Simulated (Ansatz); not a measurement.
Start from `C[NH][Al]([NH2])[OH]` and change one atom or group to get `[NH2][Al]([OH])[SiH3]`.

Ansatz, PBE0-D4/def2-TZVP geometries, multiplicity 1. Each molecule was computed in one conformer, which needn't be the lowest.

```json
{"property": "size of the dipole moment (PBE/def2-TZVPP) / D", "`C[NH][Al]([NH2])[OH]`": "1.31"}
{"property": "HOMO–LUMO gap (PBE/def2-TZVPP) / eV", "`C[NH][Al]([NH2])[OH]`": "4.38"}
{"property": "LUMO energy (B3LYP/def2-TZVPP) / eV", "`C[NH][Al]([NH2])[OH]`": "-0.19"}
{"property": "HOMO–LUMO gap (PBE0/def2-TZVPP) / eV", "`C[NH][Al]([NH2])[OH]`": "6.59"}
{"property": "HOMO–LUMO gap (B3LYP/def2-TZVPP) / eV", "`C[NH][Al]([NH2])[OH]`": "6.04"}
{"property": "size of the dipole moment (ωB97M-V/def2-TZVPP) / D", "`C[NH][Al]([NH2])[OH]`": "1.38"}
```

What does the change do to each property? (Best estimate.)

Ansatz gave: 
| property | `[NH2][Al]([OH])[SiH3]` | shift |
| --- | --- | --- |
| size of the dipole moment (PBE/def2-TZVPP) / D | 0.38 | -0.93 |
| HOMO–LUMO gap (PBE/def2-TZVPP) / eV | 4.71 | 0.33 |
| LUMO energy (B3LYP/def2-TZVPP) / eV | -0.77 | -0.58 |
| HOMO–LUMO gap (PBE0/def2-TZVPP) / eV | 6.84 | 0.25 |
| HOMO–LUMO gap (B3LYP/def2-TZVPP) / eV | 6.43 | 0.39 |
| size of the dipole moment (ωB97M-V/def2-TZVPP) / D | 0.30 | -1.08 |

With PBE0 the HOMO falls by 0.99 eV and the LUMO falls by 0.74 eV, so the gap widens by about 0.25 eV. PBE moves the HOMO by -0.98 eV and ωB97M-V by -0.93 eV. Dipoles are sizes alone; their direction can turn.

B3LYP here is the variant with VWN-RPA as its local correlation; programs differ in this.
